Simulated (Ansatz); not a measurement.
`C=C[SiH](O)[SiH](O)O` → 2 C• + 8 H• + 3 O• + 2 Si•  (atomization)

Computed with Ansatz on PBE0-D4/def2-TZVP structures; ΔE is electronic, products minus reactants. CCSD(T)/CBS adds triple-zeta CCSD(T) − MP2 to the extrapolated MP2 energy (def2 sets, frozen cores). This one scheme is used for every species, atoms too. DFT in def2-TZVPP. Open shells (•) are unrestricted, without spin–orbit coupling. Spin–orbit coupling would lower the free atoms: a little for C, O, Si. Each species was taken in one conformer, which may not be the lowest.

```tsv
species	ωB97X-V energy (Eh)
`C=C[SiH](O)[SiH](O)O`	-885.77471
C•	-37.84659
H•	-0.50049
O•	-75.06843
Si•	-289.31746
```

(1) Work out ΔE.

Largest T1 diagnostic among the species: 0.012.

Answers

(1) ΔE = 8 × (-0.50049) + 3 × (-75.06843) + 2 × (-37.84659) + 2 × (-289.31746) − (-885.77471) = 2.23740 Eh = +60.88 eV. CCSD(T)/CBS gives +60.99 eV.

The D4 term adds +0.63 eV with B3LYP and +0.34 eV with PBE0; it sums over pairs of atoms, weighted by their polarisabilities, and B3LYP, whose exchange is more repulsive, gets the larger term. In def2-TZVPP, CCSD(T) changes the Hartree–Fock value by +15.40 eV (the triples alone add +0.94 eV) and MP2 by +16.65 eV; breaking electron pairs costs correlation energy, which Hartree–Fock lacks. From PBE to PBE0 (25 % exact exchange), in def2-TZVPP and without D4, ΔE moves by −1.15 eV: exact exchange takes away binding that semilocal exchange gives to molecules.

B3LYP here is the variant with VWN-RPA as its local correlation; programs differ in this.

For atomizations the MP2-based limit and the directly extrapolated one differ by several kJ/mol either way, and by 10 to 25 for some Ge, Se and Sn compounds, so smaller differences from it don't rank the levels.
